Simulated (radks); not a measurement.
Values are calculated unless marked as measured or tabulated.
All-electron atom: Nd+ in [Xe] 4f4 6s1. Code: a radial shooting solver on a logarithmic mesh with Libxc functionals. Model: scalar-relativistic Kohn-Sham, PBE, spin-unpolarised, spherical densities, point nucleus. Some entries of the table are withheld. Estimate them.

orbital,occ.,eigenvalue (hartree),<1/r> (bohr^-1),<r> (bohr)
1s,2,-1595.278,(1),0.02363
2s,2,-258.2060,15.26,0.1010
2p,6,-230.8318,14.39,0.08880
3s,2,-56.18717,(2),0.2663
3p,6,-47.55545,5.256,0.2645
3d,10,-35.58616,4.988,0.2417
4s,2,(3),(4),0.6073
4p,6,-8.52032,2.143,0.6432
4d,10,-4.50410,1.873,0.7071
5s,2,-1.70632,0.8972,1.473
5p,6,-1.03057,0.7562,1.724
6s,1,-0.30129,0.3127,4.020
4f,4,-0.28105,1.247,1.107

Answer. 
(1) 1s <1/r> (bohr^-1): 66.06
(2) 3s <1/r> (bohr^-1): 5.563
(3) 4s eigenvalue (hartree): -11.34663
(4) 4s <1/r> (bohr^-1): 2.327
